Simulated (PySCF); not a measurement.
A calculated (UHF, PySCF 2.14, cc-pVTZ-DK, scalar relativity by spin-free X2C-1e) atom or ion has these occupied shells.

```csv
shell,electrons,orbital energy (eV),"rms radius, mean of both spins (bohr)"
1s β,1,-4539.3,0.0844
1s α,1,-4539.3,0.0844
2s α,1,-524.24,0.370
2s β,1,-523.91,0.370
2p α,3,-426.93,0.340
2p β,3,-426.59,0.340
3s α,1,-71.216,1.15
3s β,1,-69.755,1.15
3p α,3,-43.759,1.27
3p β,3,-41.913,1.27
3d α,1,-9.346,1.92
4s α,1,-5.923,4.23
4s β,1,-5.596,4.23
```

(1) Name the element and its charge.

## Answers

(1) Sc (scandium, neutral), in [Ar] 3d1 4s2, 2D determinant.
